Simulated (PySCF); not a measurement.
How methods differ on the excitation energy of Pb

Pb [Xe] 4f14 5d10 6s2 6p2 (3P) → Pb [Xe] 4f14 5d10 6s1 6p2 6d1 (high-spin determinant), as a difference of total energies. All numbers are calculated (PySCF 2.14, a scalar-relativistic core potential, in aug-cc-pVTZ-PP with ECP60MDF (6s5p4d2f, 55 functions)). Correlated levels: valence: 5s2 5p6 5d10 frozen. The calculations carry no spin-orbit coupling.

```tsv
method	excitation energy (eV)
UHF	11.263
LDA	13.485
PBE	13.031
PBE0	12.819
r2SCAN	12.924
wB97X	13.573
B97-3	13.032
M06-2X	12.697
BLYP	13.263
MP2 (valence)	11.936
SCS-MP2 (valence)	12.190
```

**Question.** How much does correlation contribute at MP2 (valence)?

**Answer.** 11.936 − (11.263) = 0.673 eV, measured against UHF.

Spin-orbit coupling is strong in these open shells (close to jj coupling). The scalar numbers leave it out and a first-order estimate fails, so it can dominate the gap to the real levels.

The upper state lies above the first ionisation limit.

The promoted electron is Rydberg-like, and one or two diffuse shells describe it only roughly, which tends to raise the upper state.

The determinant of the upper state mixes LS terms, which raises its energy above the lowest term, most at the Hartree-Fock and MP2 levels.
